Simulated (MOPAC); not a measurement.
Input for MOPAC: AM1 on GeH5N (SMILES [NH2][GeH3]), a point of a bond scan (R = 1.691 Å).

```
AM1 1SCF PRECISE CHARGE=0 THREADS=1
GeH5N

Ge    -0.36016542 1     0.04050046 1     0.02987818 1
N      1.47031303 1    -0.14001610 1    -0.20882542 1
H     -1.09966014 1    -1.00110312 1    -1.07759693 1
H     -0.70255945 1     1.50788045 1    -0.27308504 1
H     -0.85896258 1    -0.30670081 1     1.45462877 1
H      1.80695904 1    -1.08530079 1    -0.07685644 1
H      2.02009845 1     0.47463113 1     0.37790643 1
```

Program output:

```
*******************************************************************************
 **                                                                           **
 **                              MOPAC v23.2.5                                **
 **                                                                           **
 *******************************************************************************
 ** MOPAC's Digital Object Identifier: https://doi.org/10.5281/zenodo.6511958 **
 **                                                                           **
 ** Please cite the open-source release paper for use of this MOPAC version:  **
 ** J. E. Moussa and J. J. P. Stewart (2026)                                  **
 ** MOPAC: An open-source semiempirical molecular orbital program             **
 ** J. Open Source Softw., 11(119), 8025, https://doi.org/10.21105/joss.08025 **
 *******************************************************************************

                              AM1 CALCULATION RESULTS

 *******************************************************************************
 *  AM1        - The AM1 Hamiltonian to be used
 *
 *
 *
 *                 CHARGE ON SYSTEM = 0
 *
 *
 *
 *  PRECISE    - TIGHTER CRITERIA TO BE USED
 *  1SCF       - DO 1 SCF AND THEN STOP
 *  THREADS=1  - MULTI-THREADING NOT USED
 *  T=         - A TIME OF 172800.0 SECONDS REQUESTED
 *  DUMP=N     - RESTART FILE WRITTEN EVERY 7200.0 SECONDS REQUESTED
 *******************************************************************************
AM1 1SCF PRECISE CHARGE=0 THREADS=1
 GeH5N

   ATOM   CHEMICAL          X               Y               Z
  NUMBER   SYMBOL      (ANGSTROMS)     (ANGSTROMS)     (ANGSTROMS)

     1      Ge         -0.36016542  *   0.04050046  *   0.02987818  *
     2       N          1.47031303  *  -0.14001610  *  -0.20882542  *
     3       H         -1.09966014  *  -1.00110312  *  -1.07759693  *
     4       H         -0.70255945  *   1.50788045  *  -0.27308504  *
     5       H         -0.85896258  *  -0.30670081  *   1.45462877  *
     6       H          1.80695904  *  -1.08530079  *  -0.07685644  *
     7       H          2.02009845  *   0.47463113  *   0.37790643  *



          CARTESIAN COORDINATES

    NO.       ATOM           X           Y           Z

     1        Ge         -0.3602      0.0405      0.0299
     2         N          1.4703     -0.1400     -0.2088
     3         H         -1.0997     -1.0011     -1.0776
     4         H         -0.7026      1.5079     -0.2731
     5         H         -0.8590     -0.3067      1.4546
     6         H          1.8070     -1.0853     -0.0769
     7         H          2.0201      0.4746      0.3779

  H: (AM1): M.J.S. DEWAR ET AL, J. AM. CHEM. SOC. 107 3902-3909 (1985)
  N: (AM1): M.J.S. DEWAR ET AL, J. AM. CHEM. SOC. 107 3902-3909 (1985)
 Ge: (AM1): M.J.S.Dewar and C.Jie, Organometallics, 8, 1544, (1989)

           Empirical Formula: H5 N Ge  =     7 atoms



      MOLECULAR POINT GROUP   :   C1


      RHF CALCULATION, NO. OF DOUBLY OCCUPIED LEVELS = 7


 -------------------------------------------------------------------------------
 AM1 1SCF PRECISE CHARGE=0 THREADS=1
 GeH5N



     1SCF WAS SPECIFIED, SO BFGS WAS NOT USED
     SCF FIELD WAS ACHIEVED


                              AM1 CALCULATION
                                                       MOPAC v23.2.5 Linux




          FINAL HEAT OF FORMATION =         18.72289 KCAL/MOL =      78.33659 KJ/MOL


          COSMO AREA              =         92.65 SQUARE ANGSTROMS
          COSMO VOLUME            =         78.50 CUBIC ANGSTROMS

          IONIZATION POTENTIAL    =          9.727344 EV
          HOMO LUMO ENERGIES (EV) =         -9.727  0.641
          NO. OF FILLED LEVELS    =          7
          MOLECULAR WEIGHT        =         91.6362         POINT GROUP:  C1

          MOLECULAR DIMENSIONS (Angstroms)

            Atom       Atom       Distance
            H     7    H     3     3.74555
            H     6    H     4     3.42786
            H     5    N     2     2.30472


          SCF CALCULATIONS        =          1





   ATOM   CHEMICAL          X               Y               Z
  NUMBER   SYMBOL      (ANGSTROMS)     (ANGSTROMS)     (ANGSTROMS)

     1      Ge         -0.36016542  *   0.04050046  *   0.02987818  *
     2       N          1.47031303  *  -0.14001610  *  -0.20882542  *
     3       H         -1.09966014  *  -1.00110312  *  -1.07759693  *
     4       H         -0.70255945  *   1.50788045  *  -0.27308504  *
     5       H         -0.85896258  *  -0.30670081  *   1.45462877  *
     6       H          1.80695904  *  -1.08530079  *  -0.07685644  *
     7       H          2.02009845  *   0.47463113  *   0.37790643  *

                             CARTESIAN COORDINATES

   1   Ge       -0.360165420     0.040500460     0.029878180
   2    N        1.470313030    -0.140016100    -0.208825420
   3    H       -1.099660140    -1.001103120    -1.077596930
   4    H       -0.702559450     1.507880450    -0.273085040
   5    H       -0.858962580    -0.306700810     1.454628770
   6    H        1.806959040    -1.085300790    -0.076856440
   7    H        2.020098450     0.474631130     0.377906430


           Empirical Formula: H5 N Ge  =     7 atoms



      MOLECULAR POINT GROUP   :   C1


                  EIGENVALUES
 -31.57274 -15.87040 -15.01026 -13.69133 -11.75109 -11.13210  -9.72734   0.64087
   0.89763   1.28317   2.38656   5.24876   6.15071


              NET ATOMIC CHARGES AND DIPOLE CONTRIBUTIONS

  ATOM NO.   TYPE          CHARGE      No. of ELECS.   s-Pop       p-Pop
    1         Ge           0.551807        3.4482     0.91274     2.53545
    2          N          -0.545008        5.5450     1.60927     3.93573
    3          H          -0.070605        1.0706     1.07061
    4          H          -0.097794        1.0978     1.09779
    5          H          -0.121724        1.1217     1.12172
    6          H           0.141562        0.8584     0.85844
    7          H           0.141763        0.8582     0.85824
 DIPOLE           X         Y         Z       TOTAL
 POINT-CHG.    -0.994    -0.130     0.474     1.109
 HYBRID         0.704    -0.264     0.942     1.205
 SUM           -0.290    -0.395     1.416     1.498


          ATOMIC ORBITAL ELECTRON POPULATIONS

     Atom    s        px        py        pz
    1 Ge   0.91274   0.74939   0.90842   0.87765
    2  N   1.60927   1.15820   1.12021   1.65732
    3  H   1.07061
    4  H   1.09779
    5  H   1.12172
    6  H   0.85844
    7  H   0.85824

 **********************
 *                    *
 * JOB ENDED NORMALLY *
 *                    *
 **********************




 == MOPAC DONE ==
```

The run finished.

Cost: roughly 0.03 core-seconds.
